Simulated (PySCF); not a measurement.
**Adding and removing an electron: CsS**

LDA; basis Cs def2-SVPD with ECP46, S def2-SVPD; scalar-relativistic core potentials; PySCF 2.14. Neutral (UKS): doublet (π ↑), Re = 3.089 Å, ωe = 201 cm⁻¹, De = 3.05 eV, HOMO -3.63 eV, LUMO -3.71 eV.

CsS⁺ (UKS): triplet (π ↑↑), Re = 3.614 Å, ωe = 92.4 cm⁻¹, De = 0.32 eV to Cs⁺ + S. The energies at the minima are -416.77901 hartree for CsS and -416.52781 for CsS⁺.

Work out the adiabatic ionisation energy, without and with harmonic zero-point energies (1 hartree = 27.2114 eV, 1 eV = 8065.5 cm⁻¹), and the change of the bond length.

At LDA: 0.25120 hartree = 6.836 eV between the minima; the zero-point term (92.4 − 201.0)/2 cm⁻¹ = -0.007 eV makes it 6.829 eV. Re changes by +52.5 pm against the neutral. The electron leaves a π orbital, and the ion is left as a loose complex of an ion and an atom.

Weak bonds: CsS⁺. Basis-set superposition, not corrected here, can be much of De in a small basis, most of all at correlated wavefunction levels. These are scalar-relativistic numbers at best; spin–orbit coupling would shift them, the dissociation energy most. For an ion De counts to the pair picked by the measured ionisation energies or electron affinities, which need not be the lowest pair at this level. Counting both spins, an empty level lies below a filled one in some of these solutions, because spin and occupation are held. States were picked by a PBE0 search and need not be the measured ground states.
